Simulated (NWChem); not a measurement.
System: CH$_{5}$F$_{2}$NSi; SMILES FC([SiH2]N)F

The following NWChem deck was run.

```
start job
memory heap 200 mb stack 900 mb global 1100 mb
geometry units angstroms noautosym nocenter noautoz
  N     -0.636275     1.985112     0.198579
  Si     0.578115     0.818766    -0.181053
  C     -0.075466    -0.885298     0.407799
  F     -1.244656    -1.153714    -0.246553
  F      0.813066    -1.866632     0.098752
  H     -0.380724     2.951776     0.362285
  H     -1.552427     1.919505    -0.231698
  H      0.920258     0.636283    -1.627624
  H      1.810344     1.173205     0.580813
  H     -0.284634    -0.945273     1.492671
end
basis spherical
  N library 6-311g**
  Si library 6-311g**
  C library 6-311g**
  F library 6-311g**
  H library 6-311g**
end
dft
  xc b3lyp
  iterations 150
end
property
  shielding
end
task dft property
```

Parts of the log:

```
             Northwest Computational Chemistry Package (NWChem) 7.3.0
             --------------------------------------------------------

                             Geometry "geometry" -> ""
                             -------------------------

 Output coordinates in angstroms (scale by  1.889725989 to convert to a.u.)

  No.       Tag          Charge          X              Y              Z
 ---- ---------------- ---------- -------------- -------------- --------------
    1 N                    7.0000    -0.63627500     1.98511200     0.19857900
    2 Si                  14.0000     0.57811500     0.81876600    -0.18105300
    3 C                    6.0000    -0.07546600    -0.88529800     0.40779900
    4 F                    9.0000    -1.24465600    -1.15371400    -0.24655300
    5 F                    9.0000     0.81306600    -1.86663200     0.09875200
    6 H                    1.0000    -0.38072400     2.95177600     0.36228500
    7 H                    1.0000    -1.55242700     1.91950500    -0.23169800
    8 H                    1.0000     0.92025800     0.63628300    -1.62762400
    9 H                    1.0000     1.81034400     1.17320500     0.58081300
   10 H                    1.0000    -0.28463400    -0.94527300     1.49267100

 Effective nuclear repulsion energy (a.u.)     244.1979560418

                              NWChem Property Module
                              ----------------------

  itol2e modified to match energy
  convergence criterion.

                                 NWChem DFT Module
                                 -----------------

 Summary of "ao basis" -> "ao basis" (spherical)
 ------------------------------------------------------------------------------
       Tag                 Description            Shells   Functions and Types
 ---------------- ------------------------------  ------  ---------------------
 N                          6-311g**                 8       18   4s3p1d
 Si                         6-311g**                12       26   6s5p1d
 C                          6-311g**                 8       18   4s3p1d
 F                          6-311g**                 8       18   4s3p1d
 H                          6-311g**                 4        6   3s1p

  itol2e modified to match energy
  convergence criterion.

            General Information
            -------------------
          SCF calculation type: DFT
          Wavefunction type:  closed shell.
          No. of atoms     :    10
          No. of electrons :    50
           Alpha electrons :    25
            Beta electrons :    25
          Charge           :     0
          Spin multiplicity:     1
          Use of symmetry is: off; symmetry adaption is: off
          Maximum number of iterations: 150
          AO basis - number of functions:   128
                     number of shells:    64
          Convergence on energy requested:  1.00D-07
          Convergence on density requested:  1.00D-05
          Convergence on gradient requested:  5.00D-04

              XC Information
              --------------
                         B3LYP Method XC Potential
                     Hartree-Fock (Exact) Exchange  0.200
                        Slater Exchange Functional  0.800 local
                    Becke 1988 Exchange Functional  0.720 non-local
              Lee-Yang-Parr Correlation Functional  0.810
                  VWN I RPA Correlation Functional  0.190 local

             Grid Information
             ----------------
          Grid used for XC integration:  fine
          Radial quadrature: Mura-Knowles
          Angular quadrature: Lebedev.
          Tag              B.-S. Rad. Rad. Pts. Rad. Cut. Ang. Pts.
          ---              ---------- --------- --------- ---------
          N                   0.65       70          10.0       590
          Si                  1.10      123          10.0       770
          C                   0.70       70          11.0       590
          F                   0.50       70          13.0       590
          H                   0.35       60          11.0       590
          Grid pruning is: on
          Number of quadrature shells:   703
          Spatial weights used:  Erf1

      Superposition of Atomic Density Guess
      -------------------------------------

 Sum of atomic energies:        -582.12142266

      Non-variational initial energy
      ------------------------------

 Total energy =    -583.868218
 1-e energy   =   -1291.728396
 2-e energy   =     463.662222
 HOMO         =      -0.296256
 LUMO         =       0.034222

   convergence    iter        energy       DeltaE   RMS-Dens  Diis-err
 ---------------- ----- ----------------- --------- --------- ---------
 d= 0,ls=0.0,diis     1   -585.0447854802 -8.29D+02  8.36D-03  1.70D+00
 d= 0,ls=0.0,diis     2   -584.9887568709  5.60D-02  5.27D-03  2.08D+00
 d= 0,ls=0.0,diis     3   -585.1613879650 -1.73D-01  1.12D-03  1.37D-01
 d= 0,ls=0.0,diis     4   -585.1713644548 -9.98D-03  3.44D-04  5.51D-03
 d= 0,ls=0.0,diis     5   -585.1717848340 -4.20D-04  8.56D-05  3.15D-04
  Resetting Diis
 d= 0,ls=0.0,diis     6   -585.1718144333 -2.96D-05  2.05D-05  3.01D-05
 d= 0,ls=0.0,diis     7   -585.1718164762 -2.04D-06  1.29D-05  2.81D-06
 d= 0,ls=0.0,diis     8   -585.1718162478  2.28D-07  7.24D-06  6.26D-06
 d= 0,ls=0.0,diis     9   -585.1718166983 -4.51D-07  1.04D-06  4.55D-08
 d= 0,ls=0.0,diis    10   -585.1718167026 -4.25D-09  1.93D-07  2.16D-09

         Total DFT energy =     -585.171816702566
      One electron energy =    -1295.319210315593
           Coulomb energy =      522.151888758917
    Exchange-Corr. energy =      -56.202451187670
 Nuclear repulsion energy =      244.197956041778

 Numeric. integr. density =       50.000000430408

                       DFT Final Molecular Orbital Analysis
                       ------------------------------------

 Vector   23  Occ=2.000000D+00  E=-3.566528D-01
              MO Center=  9.6D-01,  9.5D-01, -1.6D-01, r^2= 2.6D+00
   Bfn.  Coefficient  Atom+Function         Bfn.  Coefficient  Atom+Function
  ----- ------------  ---------------      ----- ------------  ---------------
   118      0.254863   9 H  s                36      0.224239   2 Si pz
   112     -0.195745   8 H  s               119      0.175348   9 H  s
   117      0.150184   9 H  s                33      0.133551   2 Si pz
   113     -0.124295   8 H  s                34      0.123296   2 Si px
   111     -0.116576   8 H  s                30     -0.103824   2 Si pz

 Vector   24  Occ=2.000000D+00  E=-3.049457D-01
              MO Center= -3.8D-02, -1.6D-01,  2.2D-01, r^2= 3.4D+00
   Bfn.  Coefficient  Atom+Function         Bfn.  Coefficient  Atom+Function
  ----- ------------  ---------------      ----- ------------  ---------------
    35      0.199295   2 Si py              124      0.182904  10 H  s
    13     -0.171990   1 N  pz               52     -0.160936   3 C  py
     9     -0.158557   1 N  pz               54     -0.154776   3 C  s
    74      0.142975   4 F  py              119      0.142486   9 H  s
    70      0.137174   4 F  py               53      0.136463   3 C  pz

[...]

          -----------------------------------------
          Chemical Shielding Tensors (GIAO, in ppm)
          -----------------------------------------

                                NWChem CPHF Module
                                ------------------

  scftype          =     RHF
  nclosed          =       25
  nopen            =        0
  variables        =     2575
  # of vectors     =        3
  tolerance        = 0.10D-03
  level shift      = 0.00D+00
  max iterations   =       50
  max subspace     =       30

 SCF residual:    9.8975720153112403E-006

Iterative solution of linear equations
  No. of variables     2575
  No. of equations        3
  Maximum subspace       30
        Iterations       50
       Convergence  1.0D-04

   iter   nsub   residual    time
   ----  ------  --------  ---------
     1      3    2.85D-01     115.8
     2      6    8.28D-03     127.5
     3      9    6.93D-04     139.1
     4     12    3.21D-05     151.1

      Atom:    1  N
        Diamagnetic
    326.3163     -6.9721      1.9009
     -6.9721    328.2524      7.3803
      1.9009      7.3803    302.8406

        Paramagnetic
    -45.2906     18.4939      9.4160
     18.4939    -53.0340      2.4641
      9.4160      2.4641    -66.7601

        Total Shielding Tensor
    281.0258     11.5218     11.3169
     11.5218    275.2184      9.8443
     11.3169      9.8443    236.0806

           isotropic =     264.1083
          anisotropy =      44.6673

          Principal Components and Axis System
                 1           2           3
              293.8865    266.2566    232.1817

      1         0.7590     -0.6246     -0.1836
      2         0.6008      0.7806     -0.1722
      3         0.2509      0.0204      0.9678

      Atom:    2  Si
        Diamagnetic
    879.2990     -0.5276     -1.1205
     -0.5276    884.3868     -0.2627
     -1.1205     -0.2627    875.0789

        Paramagnetic
   -505.6777    -35.0270     -3.9642
    -35.0270   -479.4412     -2.2969
     -3.9642     -2.2969   -506.4209

        Total Shielding Tensor
    373.6212    -35.5547     -5.0847
    -35.5547    404.9456     -2.5596
     -5.0847     -2.5596    368.6580

           isotropic =     382.4083
          anisotropy =      68.6001

          Principal Components and Axis System
                 1           2           3
              428.1417    370.2648    348.8184

      1        -0.5469     -0.2240      0.8067
      2         0.8371     -0.1587      0.5235
      3         0.0107      0.9616      0.2743

      Atom:    3  C
        Diamagnetic
    250.7054     -1.8230      1.9147
     -1.8230    250.3921      0.1169
      1.9147      0.1169    241.1723

        Paramagnetic
   -182.4488     -1.8240      2.2721
     -1.8240   -183.1637     -1.3833
      2.2721     -1.3833   -198.4243

        Total Shielding Tensor
     68.2566     -3.6470      4.1868
     -3.6470     67.2284     -1.2664
      4.1868     -1.2664     42.7480

           isotropic =      59.4110
          anisotropy =      18.8507

          Principal Components and Axis System
                 1           2           3
               71.9781     64.1950     42.0599

      1         0.7677      0.6220     -0.1540
      2        -0.6260      0.7793      0.0274
      3         0.1371      0.0754      0.9877

      Atom:    4  F
        Diamagnetic
    482.5186      4.3284     12.8064
      4.3284    464.2136      1.3407
     12.8064      1.3407    466.5472

        Paramagnetic
   -119.2556    -71.0307    -14.1640
    -71.0307   -113.3619     91.8056
    -14.1640     91.8056   -200.7862

        Total Shielding Tensor
    363.2630    -66.7023     -1.3577
    -66.7023    350.8518     93.1463
     -1.3577     93.1463    265.7610

           isotropic =     326.6253
          anisotropy =     185.3088

          Principal Components and Axis System
                 1           2           3
              450.1644    331.9204    197.7909

      1         0.5683      0.7912     -0.2259
      2        -0.7328      0.3617     -0.5764
      3        -0.3743      0.4931      0.7853

      Atom:    5  F
        Diamagnetic
    475.7926    -13.4745     -5.1136
    -13.4745    476.5145      4.6275
     -5.1136      4.6275    460.2111

        Paramagnetic
    -83.9587     12.9327    106.0928
     12.9327   -178.3489     60.5121
    106.0928     60.5121   -169.9103

        Total Shielding Tensor
    391.8339     -0.5417    100.9793
     -0.5417    298.1656     65.1396
    100.9793     65.1396    290.3008

           isotropic =     326.7668
          anisotropy =     202.3423

          Principal Components and Axis System
                 1           2           3
              461.6616    322.4347    196.2039

      1         0.8020     -0.4439     -0.3996
      2         0.2188      0.8409     -0.4950
      3         0.5558      0.3096      0.7715

      Atom:    6  H
        Diamagnetic
     25.7990      1.9445      0.8133
      1.9445     44.4326      4.5918
      0.8133      4.5918     22.2854

        Paramagnetic
      2.1153      0.6871     -0.0126
      0.6871     -2.8939     -0.7276
     -0.0126     -0.7276      3.1431

        Total Shielding Tensor
     27.9143      2.6316      0.8006
      2.6316     41.5387      3.8642
      0.8006      3.8642     25.4285

           isotropic =      31.6272
          anisotropy =      16.9383

          Principal Components and Axis System
                 1           2           3
               42.9194     27.4257     24.5365

      1         0.1799      0.9814     -0.0665
      2         0.9588     -0.1900     -0.2113
      3         0.2201      0.0257      0.9751

      Atom:    7  H
        Diamagnetic
     41.3375     -1.8897      6.7352
     -1.8897     26.9723      0.9741
      6.7352      0.9741     23.7606

        Paramagnetic
     -1.4697      1.5179     -0.9221
      1.5179      1.7332     -0.1889
     -0.9221     -0.1889      2.8963

        Total Shielding Tensor
     39.8678     -0.3719      5.8131
     -0.3719     28.7055      0.7851
      5.8131      0.7851     26.6568

           isotropic =      31.7434
          anisotropy =      15.4776

          Principal Components and Axis System
                 1           2           3
               42.0618     28.8750     24.2933

      1         0.9357     -0.0631     -0.3472
      2        -0.0053      0.9813     -0.1926
      3         0.3528      0.1820      0.9178

      Atom:    8  H
        Diamagnetic
     24.5089     -0.0392     -4.5989
     -0.0392     25.1452      0.6426
     -4.5989      0.6426     35.8857

        Paramagnetic
      0.5581     -0.9379      1.7134
     -0.9379      0.5159      0.0299
      1.7134      0.0299     -5.8611

        Total Shielding Tensor
     25.0670     -0.9771     -2.8856
     -0.9771     25.6611      0.6725
     -2.8856      0.6725     30.0246

           isotropic =      26.9176
          anisotropy =       6.9161

          Principal Components and Axis System
                 1           2           3
               31.5283     25.6696     23.5548

      1        -0.4233     -0.1987      0.8839
      2         0.1724      0.9401      0.2939
      3         0.8894     -0.2768      0.3637

      Atom:    9  H
        Diamagnetic
     34.4911      3.1435      5.4030
      3.1435     26.6512      1.7657
      5.4030      1.7657     25.8719

        Paramagnetic
     -4.3048     -2.6309     -2.9527
     -2.6309     -1.0075     -1.0087
     -2.9527     -1.0087     -0.2800

        Total Shielding Tensor
     30.1863      0.5125      2.4503
      0.5125     25.6438      0.7570
      2.4503      0.7570     25.5919

           isotropic =      27.1406
          anisotropy =       6.3181

          Principal Components and Axis System
                 1           2           3
               31.3527     25.7358     24.3335

      1         0.9053     -0.2666     -0.3306
      2         0.1347      0.9185     -0.3719
      3         0.4028      0.2921      0.8674

      Atom:   10  H
        Diamagnetic
     23.9646     -0.1676     -2.7824
     -0.1676     24.8131     -1.3552
     -2.7824     -1.3552     39.1309

        Paramagnetic
      1.6886     -0.7494      3.0719
     -0.7494     -0.7956      0.7896
      3.0719      0.7896    -11.4981

        Total Shielding Tensor
     25.6532     -0.9171      0.2896
     -0.9171     24.0175     -0.5656
      0.2896     -0.5656     27.6328

           isotropic =      25.7678
          anisotropy =       3.0647

          Principal Components and Axis System
                 1           2           3
               27.8110     25.9258     23.5667

      1         0.2110      0.8969      0.3887
      2        -0.1939     -0.3514      0.9159
      3         0.9581     -0.2686      0.0997
```

Level: B3LYP/6-311G** (spherical d), GIAO. The geometry was optimised at PBE0/def2-SVP. The printed shielding anisotropy is the first printed principal value minus the mean of the other two.
